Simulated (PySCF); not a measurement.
**GeF₂ + 2 Cl₂ → GeCl₄ + F₂**

Level: PBE in the def2-TZVP basis family, all electrons, no relativity, computed in PySCF with density fitting; open shells unrestricted.

```
species                            state and structure  ZPE (kJ/mol)  H(298 K) − H(0) (kJ/mol)  S° (J/(mol K))
   GeF₂  singlet, C2v, Ge–F 1.772 Å (×2); F–Ge–F 97.8°           9.1                      12.0           272.7
    Cl₂                    singlet, D∞h, Cl–Cl 2.008 Å           3.2                       9.2           223.0
  GeCl₄                singlet, Td, Ge–Cl 2.140 Å (×4)          14.4                      21.6           352.4
     F₂                      singlet, D∞h, F–F 1.413 Å           6.0                       8.8           202.5
```

Problem. Is the gas-phase reaction uphill or downhill in electronic energy at this level, and by how much?

Solution. At PBE/def2-TZVP, ΔE = 28.9 kJ/mol, uphill. Chlorination of this kind underlies dry etching.

Problem. Add zero-point, thermal and entropy terms for 298.15 K and 1 bar.

Solution. ΔZPE = 4.9 and Δ[H(298) − H(0)] = 0.0 kJ/mol give ΔH° = 33.8 kJ/mol. ΔS° = -163.8 J/(mol K), so ΔG° = 33.8 − 298.15 × (-0.1638) = 83 kJ/mol and log₁₀K = -14.5.

Each species is the lowest minimum found with this bonding; other isomers or fragments can lie lower.
